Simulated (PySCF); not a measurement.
What builds the second ionisation energy along the 5d series

All values are computed (PySCF 2.14, energy differences of UHF-based or UKS calculations, no spin-orbit coupling). Each column adds one step, in eV (sums use unrounded values): valence MP2, valence CCSD, valence triples, then the next inner shell at CCSD(T) (Ta 5s 5p, W 5s 5p, Re 5s 5p, Os 5s 5p, Ir 5s 5p, Pt 5s 5p, Au 5s 5p, Hg 5s 5p). References (NIST) marked * lie between the lowest fine-structure levels; the others compare directly ((s) semi-empirical, (t) theoretical).

| element | UHF | + MP2 | + CCSD | + (T) | + inner shell | sum | reference |
| --- | --- | --- | --- | --- | --- | --- | --- |
| Ta [Xe] 4f14 5d3 6s1 → [Xe] 4f14 5d3 (def2-TZVPPD with the def2 core potential (60 electrons), ECP) | 14.140 | 0.352 | 0.075 | 0.010 | 0.375 | 14.952 | 16.2 ± 0.5 (s) * |
| W [Xe] 4f14 5d4 6s1 → [Xe] 4f14 5d4 (def2-TZVPPD with the def2 core potential (60 electrons), ECP) | 14.959 | 0.477 | 0.059 | 0.017 | 0.323 | 15.835 | 16.37 ± 0.15 (s) * |
| Re [Xe] 4f14 5d5 6s1 → [Xe] 4f14 5d5 (def2-TZVPPD with the def2 core potential (60 electrons), ECP) | 15.669 | 0.596 | 0.033 | 0.022 | 0.280 | 16.599 | 16.6 ± 0.5 (s) |
| Os [Xe] 4f14 5d6 6s1 → [Xe] 4f14 5d6 (def2-TZVPPD with the def2 core potential (60 electrons), ECP) | 16.004 | 0.785 | -0.060 | 0.022 | 0.235 | 16.987 | 17 ± 1 (s) * |
| Ir [Xe] 4f14 5d7 6s1 → [Xe] 4f14 5d7 (def2-TZVPPD with the def2 core potential (60 electrons), ECP) | 16.333 | 0.966 | -0.096 | 0.035 | 0.202 | 17.440 | 17 ± 0.3 (s) * |
| Pt [Xe] 4f14 5d9 → [Xe] 4f14 5d8 (def2-TZVPPD with the def2 core potential (60 electrons), ECP) | 16.918 | 1.772 | -0.222 | 0.115 | 0.026 | 18.609 | 18.56 ± 0.12 * |
| Au [Xe] 4f14 5d10 → [Xe] 4f14 5d9 (def2-TZVPPD with the def2 core potential (60 electrons), ECP) | 18.984 | 1.881 | -0.346 | 0.097 | -0.067 | 20.549 | 20.203 ± 0.025 * |
| Hg [Xe] 4f14 5d10 6s1 → [Xe] 4f14 5d10 (def2-TZVPPD with the def2 core potential (60 electrons), ECP) | 17.144 | 1.480 | -0.246 | 0.073 | 0.122 | 18.573 | 18.757 |

What remains against the references is mostly basis incompleteness and, for starred values, spin-orbit coupling.

These are valence bases, so the inner-shell step is incomplete.
